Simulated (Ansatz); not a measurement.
Total energies of `[F][InH][CH]([SiH3])Cl`.

Cartesian coordinates in Å:
```
F 0.7012 1.7812 1.7697
In -0.6968 0.4017 1.7510
C -0.5603 -0.6029 -0.1499
Si 0.9438 -0.1394 -1.1749
Cl -2.0672 -0.0657 -0.9950
H -1.6896 0.4079 3.1279
H -0.6447 -1.6836 -0.0285
H 2.1471 -0.6058 -0.4351
H 0.9886 1.3273 -1.3698
H 0.8780 -0.8207 -2.4951
```

The species carries charge 0 and has multiplicity 1. Correlated methods include outer-core shells of In, which these sets cover unevenly. In: def2 effective core potential. The structure was optimised at the PBE0-D4/def2-TZVP level. It is one conformer, not always the lowest. Basis def2-TZVPP, Ansatz 0.2.0.

RPA on PBE orbitals: Hartree–Fock energy of these orbitals -1077.86903 Eh, correlation -1.64159 Eh (frozen core).

| functional | energy without D4 (Eh) | D4 term (kJ/mol) |
| --- | --- | --- |
| LDA (SPW92) | -1076.88379 | – |
| BHLYP | -1080.73273 | -38.0 |

Give the same for PBE, revPBE, BLYP, r2SCAN, B97M-V, PBE0, B3LYP, r2SCANh, r2SCAN0, HSE06 (plane-wave form), CAM-B3LYP, LC-ωPBE, ωB97X-V, ωB97M-V, B2PLYP, PBE-QIDH. (Estimate.)

Ansatz gave: 
| functional | energy without D4 (Eh) | D4 term (kJ/mol) |
| --- | --- | --- |
| PBE | -1080.38658 | -26.3 |
| revPBE | -1080.73477 | -67.3 |
| BLYP | -1080.79342 | -56.1 |
| r2SCAN | -1080.82713 | -6.2 |
| B97M-V | -1080.65287 | – |
| PBE0 | -1080.45649 | -22.5 |
| B3LYP | -1080.98485 | -43.0 |
| r2SCANh | -1080.80216 | -6.7 |
| r2SCAN0 | -1080.76654 | -7.5 |
| HSE06 (plane-wave form) | -1080.43412 | -21.4 |
| CAM-B3LYP | -1080.82963 | -23.4 |
| LC-ωPBE | -1080.61502 | – |
| ωB97X-V | -1080.70169 | – |
| ωB97M-V | -1080.73101 | – |
| B2PLYP | -1080.32126 | – |
| PBE-QIDH | -1080.06816 | – |

B3LYP takes the VWN-RPA correlation (the form of Gaussian; ORCA's B3LYP/G). HSE06 is the plane-wave form, built on full-range PBE exchange. The double hybrids freeze the cores in their second-order part.

LC-ωPBE has ω = 0.4 bohr⁻¹.
